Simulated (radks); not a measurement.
Results of a calculation; reference values are marked as such.
The terbium ion Tb38+, 27 electrons, occupied as [Ar] 3d9.

Level of theory: scalar-relativistic Kohn-Sham, exchange-only LDA, spin-polarised, spherical densities, point nucleus; open shells are filled with parallel spins first (spin-orbit coupling, left out, can overturn this in heavy ions) (a radial shooting solver on a logarithmic mesh with Libxc functionals).

Energy parts (hartree):
total: -10771.8049
kinetic: 11654.5726
electron-nucleus: -24439.4980
Hartree: 2196.2785
exchange: -183.1580

Orbitals (lengths in bohr, moments of r in powers of bohr; <r^-3> diverges for s and p1/2; r(max) is where P^2 peaks):
orbital  occ.  eigenvalue (hartree)  <1/r>  <r^-3>   r(max)      <r^4>
1s up       1             -1967.635  73.06       -  0.01365  1.064e-06
1s down     1             -1967.631  73.06       -  0.01365  1.064e-06
2s up       1             -377.7404  17.01       -  0.07745  0.0001662
2s down     1             -377.6045  17.01       -  0.07744  0.0001660
2p up       3             -342.9265  15.84   12160  0.06270  0.0001241
2p down     3             -342.8174  15.84   12170  0.06269  0.0001239
3s up       1             -127.7589  6.414       -   0.2169   0.005758
3s down     1             -127.6112  6.410       -   0.2169   0.005768
3p up       3             -117.0004  6.044    2736   0.2121   0.005848
3p down     3             -116.8513  6.040    2732   0.2121   0.005861
3d up       5             -103.6141  5.748   373.0   0.1717   0.004329
3d down     4             -103.4352  5.745   372.6   0.1718   0.004344

The highest occupied level is 3d down at -2814.6 eV. The density falls to 0.001 e/bohr^3 at r = 0.75 bohr.
